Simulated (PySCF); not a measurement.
Excitations are Tamm–Dancoff values on a coarser integration grid. The basis has no diffuse functions, so Rydberg states are missing or too high.

Cartesian coordinates (Å):
SMILES: [SiH2](F)[Si@@H]([SiH3])S
```xyz
12

F      1.4544    -2.4635    -0.9767
Si     1.5441    -1.1246    -0.0579
Si    -0.2578     0.2949    -0.5713
Si    -2.2713    -0.5573     0.2731
S      0.2513     2.1201     0.4823
H      1.4794    -1.5446     1.3754
H      2.8637    -0.4710    -0.3225
H     -0.3546     0.5124    -2.0532
H     -2.0765    -0.9539     1.7014
H     -3.3273     0.5032     0.2063
H     -2.7223    -1.7450    -0.5170
H     -1.0251     2.5612     0.5889
```
Charge 0, multiplicity 1.

Q: What is the computed HOMO–LUMO gap, S1–T1 gap (TDA), total energy, S1 oscillator strength, dipole moment, HOMO, S1 excitation (TDA) and LUMO (PBE-D3(BJ)/def2-TZVP (PySCF))?

A: 
HOMO–LUMO gap: 4.31 eV
S1–T1 gap (TDA): 0.29 eV
total energy: -1370.1742 Ha
S1 oscillator strength: 0.009
dipole moment: 1.32 D
HOMO: -6.36 eV
S1 excitation (TDA): 4.44 eV
LUMO: -2.06 eV
